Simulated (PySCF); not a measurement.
Dipole moment and polarisability of `FC(F)(F)[Si@@H]1CCCN1`

C4H8F3NSi.
Geometry (PBE0-D3(BJ)/def2-SVP, Å), atoms numbered from 1 in this order:
```xyz
17
C4H8F3NSi angstrom
F      2.1385   -0.9518   -1.2674
C      2.3777   -0.0070   -0.3389
F      3.0106    1.0023   -0.9654
F      3.2501   -0.5331    0.5384
Si     0.7450    0.5840    0.5135
C     -0.3108   -0.8982    0.9870
C     -1.6964   -0.4987    0.4512
C     -1.5213    0.3087   -0.8372
N     -0.4004    1.2088   -0.6106
H      1.2033    1.5388    1.5644
H     -0.3240   -1.1492    2.0570
H      0.0841   -1.7763    0.4477
H     -2.2009    0.1392    1.1959
H     -2.3431   -1.3742    0.2830
H     -1.3442   -0.3756   -1.6918
H     -2.4416    0.8732   -1.0646
H     -0.2512    1.9427   -1.2902
```

Level: CAM-B3LYP/def2-SVPD (PySCF), static field, nuclei fixed, core orbitals frozen in the response. The polarisability tensor in these axes (au):

```
x   89.15  3.27  2.40
y    3.27 75.50 -1.66
z    2.40 -1.66 75.27
```

Problem. What are the eigenvalues, a third of the trace, and Δα (Δα² = ½Σ(αi − αj)² over the three pairs)?

Solution. Principal values 72.74, 77.02 and 90.16 au; mean 79.97 au = 11.85 Å³ = 13.19 × 10⁻⁴⁰ C²·m²/J; Δα = 15.72 au (20 % of the mean).

Problem. What is the dipole moment, and where does it point?

Solution. (-2.99, 0.41, 0.41) D, 3.04 D in size, pointing from the negative to the positive side. Measured along this direction, the outermost atoms are F4 at the negative end and H16 and H13 at the positive end.

Problem. Refractivity n − 1 of an ideal gas of it at 350 K and 1 atm, from the electronic α?

Solution. N = p/kT = 2.0968 × 10¹⁹ cm⁻³, so n − 1 = 2π × N × 11.85 × 10⁻²⁴ cm³ = 1561 × 10⁻⁶ at long wavelengths, for an ideal gas.

Problem. In TDDFT the mean static polarisability is Σ f/ω² over all singlet excitations (ω in hartree). How much of it do the 10 lowest give? Their energies (eV) and oscillator strengths: 6.28, 0.0075; 6.70, 0.0077; 7.36, 0.0009; 7.63, 0.0095; 7.83, 0.0088; 7.92, 0.0384; 8.27, 0.0252; 8.31, 0.0764; 8.39, 0.0452; 8.50, 0.0213.

Solution. They add up to 2.74 au, 3.4 % of the 79.97 au; the largest single term is 0.82 au, from the state at 8.31 eV. Terms in order: 0.14, 0.13, 0.01, 0.12, 0.11, 0.45, 0.27, 0.82, 0.47, 0.22 au. Higher excitations give the rest. The strengths listed sum to 0.241.

Problem. Find the Langevin capture rate constant for NH4+ (18.034 u) meeting this molecule (155.038 u), k = 2.342 × 10⁻⁹ cm³/s × √(α in Å³ / reduced mass in u).

Solution. The reduced mass is 16.16 u, so k = 2.01 × 10⁻⁹ cm³/s. The formula leaves out the permanent dipole, which adds to the capture rate.

Isolated species at its PBE0-D3(BJ)/def2-SVP geometry (one conformer only).
